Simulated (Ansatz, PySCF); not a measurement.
CdSe, SMILES [Se]=[Cd]. Atoms are numbered in the order given.

```xyz
2

Cd     0.0000     0.0000    -0.9987
Se     0.0000     0.0000     1.3935
```

Geometry: B3LYP-D3(BJ)/def2-TZVP. The def2 effective core potentials stand for the cores of Cd; spin–orbit coupling is left out.

Two levels are set side by side: PBE-D3(BJ)/def2-TZVP (Ansatz, a program for electronic structure) and B3LYP-D3(BJ)/def2-TZVP (Ansatz). Each level has its own optimised geometry; the coordinates shown are those of the second. Frequencies come from the Hessian of PySCF at each geometry. Differences are taken from unrounded values.

```csv
quantity,B3LYP-D3(BJ)
bond Cd1–Se2 (Å),2.392
highest harmonic wavenumber (cm⁻¹),245
mean harmonic wavenumber (cm⁻¹),245
zero-point energy (kcal/mol),0.35
```

Question: What does PBE-D3(BJ) give, and how far is it from B3LYP-D3(BJ)? (An estimate is asked for; the answer gives what the named calculation found.)

Answer: 
| quantity | PBE-D3(BJ) | PBE-D3(BJ) minus B3LYP-D3(BJ) |
|---|---|---|
| bond Cd1–Se2 (Å) | 2.374 | -0.018 |
| highest harmonic wavenumber (cm⁻¹) | 255 | 10 |
| mean harmonic wavenumber (cm⁻¹) | 255 | 10 |
| zero-point energy (kcal/mol) | 0.36 | 0.01 |
